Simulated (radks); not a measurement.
The numbers below are computed, except where a source is named.
The mean radii <r> (bohr) of the occupied orbitals of an atom or ion are listed with their occupations. Level of theory: scalar-relativistic Kohn-Sham, PBEsol, spin-polarised, spherical densities, finite nucleus; Fermi nuclear charge, rms radius of each element as measured or else 0.836 A^(1/3) + 0.57 fm (a radial shooting solver on a logarithmic mesh with Libxc functionals).

orbital  occ.      <r>
1s up       1  0.05412
1s down     1  0.05412
2s up       1   0.2452
2s down     1   0.2450
2p up       3   0.2155
2p down     3   0.2153
3s up       1   0.7400
3s down     1   0.7414
3p up       3   0.7779
3p down     3   0.7805
3d up       5   0.9959
3d down     3    1.034
4s up       1    2.760
4s down     1    2.836

Name the element and its charge. Open shells, if any, are filled with parallel spins first.

Answer. Z = 28, nickel, charge 0: Ni in [Ar] 3d8 4s2. The 1s radius gives Z: for a bare nucleus <r> = (2 gamma + 1)/(2Z) with gamma = sqrt(1 - (Z/c)^2), 0.05282 bohr for Z = 28, and screening makes it slightly larger (0.05412 here). The occupations add up to 28, and the charge is Z minus that.
